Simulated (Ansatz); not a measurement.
**Ligand exchange: GeH(CH3)F2 + CF4 → GeHF3 + C2H3F3**

Species: GeH(CH3)F2, singlet; CF4 `FC(F)(F)F`, singlet; GeHF3 `[F][GeH]([F])[F]`, singlet; C2H3F3 `CC(F)(F)F`, singlet. The partners trade CH3 for F: Ge–CH3 and C–F bonds give way to Ge–F and C–CH3.

Shapes, held fixed at every level: PBE0-D4/def2-TZVP. Programs: Ansatz 0.2.0. The zero-point and thermal change to 298 K, harmonic and unscaled (PBE0-D4/def2-TZVP), is +2.6 kJ/mol.

| level | kind | ΔH(298 K) (kJ/mol) | less CCSD(T)/def2-TZVPP |
| --- | --- | --- | --- |
| HF/def2-SVP | Hartree–Fock | -63.7 | +15.1 |
| SPW92/def2-TZVPP | LDA | -64.7 | +14.1 |
| r2SCAN-D4/def2-TZVPP | meta-GGA | -76.1 | +2.7 |
| wB97M-V/def2-TZVPP | range-separated hybrid | -76.3 | +2.5 |
| MP2/def2-SVP | perturbation theory | -71.9 | +6.9 |
| MP2/def2-TZVPP | perturbation theory | -82.7 | -3.9 |
| CCSD/def2-SVP | coupled cluster or CI | -69.7 | +9.1 |
| CCSD(T)/def2-TZVPP | coupled cluster or CI | -78.8 | 0.0 |

The highest level, CCSD(T)/def2-TZVPP, gives ΔH(298 K) = -78.8 kJ/mol; the levels span -82.7 to -63.7. The column of differences is taken from that level and isn't an error. No measured value is set beside it here. Relativity is left out for Ge unless named. Correlated rows may include outer-core shells of Ge, which these sets cover unevenly.
